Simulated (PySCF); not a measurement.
Ligands exchanged one at a time, Ga F-OH. All species are isolated molecules in the gas phase. One relaxed conformer stands for each flexible species; it need not be the lowest. Strings in code marks are SMILES.

The HOMO from two functionals at the same geometries (PBE0-D4/def2-TZVP), both in PySCF: PBE-D3(BJ)/def2-TZVP and PBE0-D4/def2-TZVP. 

```
species                                                                                      PBE0-D4/def2-TZVP (eV)
-------------------------------------------------------------------------------------------  ----------------------
0 of 3 F replaced by OH (`[F][Ga]([F])[F]`)                                                                  -11.77
1 of 3 F replaced by OH (`[OH][Ga]([F])[F]` (H–O–Ga–F torsion 180°))                                          -9.99
2 of 3 F replaced by OH (`[OH][Ga]([OH])[F]` (H–O–Ga–F torsion 0°, F–Ga–O–H torsion -180°))                   -9.34
3 of 3 F replaced by OH                                                                                       -8.95
```

What does PBE-D3(BJ)/def2-TZVP give for each?


- 0 of 3 F replaced by OH (`[F][Ga]([F])[F]`): -9.66
- 1 of 3 F replaced by OH (`[OH][Ga]([F])[F]` (H–O–Ga–F torsion 180°)): -8.23
- 2 of 3 F replaced by OH (`[OH][Ga]([OH])[F]` (H–O–Ga–F torsion 0°, F–Ga–O–H torsion -180°)): -7.60
- 3 of 3 F replaced by OH: -7.21
Over these rows, drawn at random from the members with no instability flagged (it was tested for open shells, ions and some series alone), PBE minus PBE0-D4: mean +1.84 eV, from +1.74 eV to +2.11 eV.
